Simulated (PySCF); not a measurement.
Spectra and structures to be paired. Level of theory: PySCF, TDDFT PBE0/def2-SVPD, vertical, gas phase, core orbitals frozen in the response. Geometries: GFN2-xTB; one conformer of each isolated species. Triplets are in the Tamm–Dancoff approximation.

A. `COCOC(=O)OC`
B. `C/C=C(\C=O)C[SiH2]Cl`
C. `CCC(=C=O)C(Cl)(Cl)Cl`
D. `CN(C)[Si](N)(C#N)C#N`

Lowest singlet levels (six at most, fewer where fewer were computed) with oscillator strengths:

1. 352 nm (f 0.001); 236 nm (f 0.002); 218 nm (f 0.003); 214 nm (f 0.000); 208 nm (f 0.137); 199 nm (f 0.009); T1 3.14 eV
2. 336 nm (f 0.000); 243 nm (f 0.199); 205 nm (f 0.008); 201 nm (f 0.056); 186 nm (f 0.005); 182 nm (f 0.002); T1 3.15 eV
3. 250 nm (f 0.005); 228 nm (f 0.068); 202 nm (f 0.006); 199 nm (f 0.008); 193 nm (f 0.006); 191 nm (f 0.026); T1 4.76 eV
4. 174 nm (f 0.000); 160 nm (f 0.010); 155 nm (f 0.019); 151 nm (f 0.006); 150 nm (f 0.028); 147 nm (f 0.024); T1 6.66 eV

Question: Which spectrum belongs to which structure?

Answer: 1 = C, 2 = B, 3 = D, 4 = A.
- A: S1 at 7.14 eV, HOMO-1→LUMO+1 (77%), HOMO→LUMO+1 (18%); Löwdin shares by element: HOMO oxygen 60% or more, carbon 16% or more (atoms not listed hold the other 23%); LUMO carbon 53% (atoms not listed hold the other 47%); HOMO -8.36 and LUMO 0.51 eV.
- B: S1 at 3.69 eV, HOMO-1→LUMO (90%); Löwdin shares by element: HOMO carbon 59% or more, oxygen 9% (atoms not listed hold the other 31%); LUMO carbon 61% or more, oxygen 24% (atoms not listed hold the other 16%); HOMO -7.49 and LUMO -1.85 eV.
- C: S1 at 3.52 eV, HOMO→LUMO (95%); Löwdin shares by element: HOMO carbon 53% or more, oxygen 19%, chlorine 6% or more (atoms not listed hold the other 21%); LUMO carbon 48% or more, oxygen 26% (atoms not listed hold the other 26%); HOMO -7.34 and LUMO -1.88 eV.
- D: S1 at 4.96 eV, HOMO→LUMO (97%); Löwdin shares by element: HOMO nitrogen 54% or more, carbon 18% or more, silicon 6% (atoms not listed hold the other 21%); LUMO carbon 34% or more, silicon 19%, nitrogen 18% or more (atoms not listed hold the other 28%); HOMO -7.37 and LUMO -1.22 eV.
